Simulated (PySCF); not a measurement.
The scaffold BH2-X carries different groups X. Isolated molecules, 0 K electronic values unless said otherwise. One relaxed conformer stands for each flexible species; it need not be the lowest. Strings in code marks are SMILES.

The numbers are results of M06-2X/def2-TZVP in PySCF, not measurements. Excitations are Tamm–Dancoff values on a coarser integration grid. The basis has no diffuse functions, so Rydberg states are missing or too high.

```tsv
species	S1 excitation (TDA) (eV)	HOMO–LUMO gap (eV)	S1–T1 gap (TDA) (eV)	HOMO (eV)
X = amino (`BN`)	7.26	11.15	1.00	-10.05
X = formyl (`BC=O`)	3.63	7.77	0.53	-8.90
X = AlH2	3.42	7.19	0.82	-8.55
X = hydroxy (`BO`)	6.48	10.79	0.49	-10.28
```
